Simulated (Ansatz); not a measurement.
Zn₇Te₆⁺, relaxed as a doublet with UKS PBE-D4/def2-SVP in Ansatz, starting from the GFN1-xTB geometry. Force threshold 0.03 eV/Å.

In the def2 sets Te takes a core potential; there is no spin–orbit coupling. The relaxation made no stability test and no search for a lower SCF solution. The structure comes from a short search, and lower isomers may exist.

Start:

```xyz
13

Zn    2.3356   -1.7432    1.5285
Zn    2.0747    1.0931    3.0035
Zn   -0.4397   -2.2279   -2.4900
Zn   -1.4158    3.7677    1.0666
Zn    0.4662   -4.4218   -3.0356
Zn   -2.6012    0.6412   -2.8916
Zn   -0.6749    0.5599    0.4668
Te   -0.5967    1.6353    2.9048
Te    0.3751   -1.7779   -0.0847
Te   -2.0544   -1.4291   -4.2044
Te    3.6012   -0.8577    3.4504
Te    1.2378    2.7162    1.1376
Te   -2.3078    2.0443   -0.8519
```

Question: Estimate the energy that the relaxation releases and the steps that it takes.

Answer: 351.9 kJ/mol, in 60 steps; 6.3 min on 2 threads of AMD EPYC 7R13 on a shared host and a share (18 GiB) of an NVIDIA H100 80GB HBM3. The force fell under the threshold at step 51, but the optimiser went on and released 0.165 eV more. No frequencies were taken in this run, so the end may be a saddle point.

Question: Does the start keep its bonding?

Answer: Bonds lost: Zn3–Zn5, Zn7–Te12, Te8–Te12 (atoms count from 1). Bonds formed: Zn1–Te8, Zn3–Te12, Zn5–Te11 (atoms count from 1). Metal–metal contacts that move far: Zn4–Zn7 3.35 to 2.69 Å, Zn1–Zn2 3.21 to 2.70 Å.

Question: Predict the relaxed structure.

Answer: 
```xyz
13

Zn    0.6379   -1.3605    2.0048
Zn    2.1111    0.7292    1.1376
Zn   -0.1199   -0.5986   -1.6376
Zn   -0.3517    2.1102    0.2927
Zn    2.6778   -2.1887   -0.7229
Zn   -2.5421    0.8787   -2.1975
Zn   -1.8220    0.0288    1.1590
Te    0.0125    1.1846    2.8654
Te   -1.0525   -2.2851    0.2793
Te   -1.4368   -0.5835   -3.8321
Te    3.2589   -1.4930    1.9356
Te    1.6032    1.4749   -1.2867
Te   -2.9766    2.1029    0.0024
```
Bond lengths (bridged metal pairs left out): 18 × Te–Zn 2.46 to 2.81 Å.
